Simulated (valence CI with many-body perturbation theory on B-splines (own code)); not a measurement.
**Zn⁸⁺: what the settings do**

Computed by configuration interaction combined with many-body perturbation theory (CI+MBPT): four valence electrons over a frozen Dirac-Fock core [Ar], radial functions for each j: 6 s, 6 p, 5 d, 5 f, 1 g, with the one-electron correlation potential Σ1, the two-electron term Σ2, the three-electron term Σ3, Breit, model QED; selected CI, second order for the rest, scaled by the run's own slope (own B-spline code, finite nucleus).

No measured spectrum was set against this ion. As an estimate, terms of the open shell hold to 2 to 4 % of their energy, and close levels can change places; different configurations can be misplaced against each other by 1,000 to 8,000 cm⁻¹. Only levels of the ground parity were solved; by the run's estimate the other parity begins above the list, which can be wrong where configurations are misplaced.

The reference run has the lowest level 3d4 5D_0 and an ionisation energy of 203.243 eV. Its largest variational space holds 7491 state functions.

Changed runs:
A. three-electron term on → off
B. scale of Σ2 1 → 0.8
C. shift of the energy in Σ1 (hartree) 0 → 1.6
D. scale of Σ2 1 → 3 (bad on purpose)

Excitation energies of the reference run in cm⁻¹, and shifts in cm⁻¹:

```
                 Level  Reference        A       B       C        D
              3d4 5D_1        500     -2.3    -7.3     +11      +82
              3d4 5D_2       1404     -3.4     -18     +30     +208
              3d4 5D_3       2604     -3.4     -33     +53     +359
              3d4 5D_4       4022     -2.3     -49     +78     +523
              3d4 3P_0      36185      +75    +132     +15    -1603
              3d4 3H_4      37014     +318    +190     +59    -1243
              3d4 3H_5      38125     +270    +176     +89    -1020
              3d4 3H_6      39125     +262    +158    +111     -770
              3d4 3P_1      39190      -52    +102     +74    -1339
              3d4 3F_3      41520     +474    +212     +80    -2078
              3d4 3F_2      41665     +435    +174     +91    -1659
              3d4 3F_4      42030     +466    +193     +99    -1804
Ionisation energy (eV)    203.243  -0.0028  -0.982  +0.491  +10.716
```
